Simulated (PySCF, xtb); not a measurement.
Ga(Br)(Me)(NH2) (CH5BrGaN), SMILES [CH3][Ga]([Br])[NH2].

GFN2-xTB (xtb) at its own geometry gives an orbital gap of 3.91 eV and a dipole moment of 6.14 D.

Geometry: TPSSh-D3(BJ)/def2-SVP. The structure was generated by enumeration; whether it is a known compound was not checked. One conformer was computed; it need not be the lowest.

Task: What does PBE/def2-TZVP run with PySCF give? (An estimate is asked for; the answer gives what the named calculation found.)

Result: gap 5.05 eV (levels -6.12 and -1.07 eV), dipole 2.90 D.
